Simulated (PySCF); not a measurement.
# Working out the ionisation energy of F²⁺

F²⁺ [He] 2s2 2p3 (4S) → F³⁺ [He] 2s2 2p2 (3P). Calculation: PySCF 2.14, in def2-TZVPPD; no relativity, point nucleus. Frozen: nothing. Energies in hartree (1 hartree = 27.21139 eV):

| part | F²⁺ (lower) | F³⁺ (upper) |
| --- | --- | --- |
| UHF | -97.608740 | -95.320845 |
| MP2 opposite-spin | -0.085693 | -0.080141 |
| MP2 same-spin | -0.029486 | -0.013599 |

Question: What does Hartree-Fock give?

Answer: (-95.320845) − (-97.608740) = 2.287895 hartree = 62.257 eV.

Question: What do MP2 and SCS-MP2 (6/5 opposite-spin, 1/3 same-spin) give?

Answer: The opposite-spin parts differ by 0.151 eV and the same-spin parts by 0.432 eV. MP2: 62.257 + (0.151) + (0.432) = 62.840 eV. SCS-MP2: 62.257 + 1.2 × (0.151) + (0.432)/3 = 62.582 eV.

A first-order spin-orbit estimate adds -0.055 eV to MP2 (valence and next inner shell), giving 62.785 eV against 62.708 eV (semi-empirical (NIST evaluation); NIST Atomic Spectra Database, ionization energies).

What remains against the reference includes basis incompleteness and correlation beyond second order.
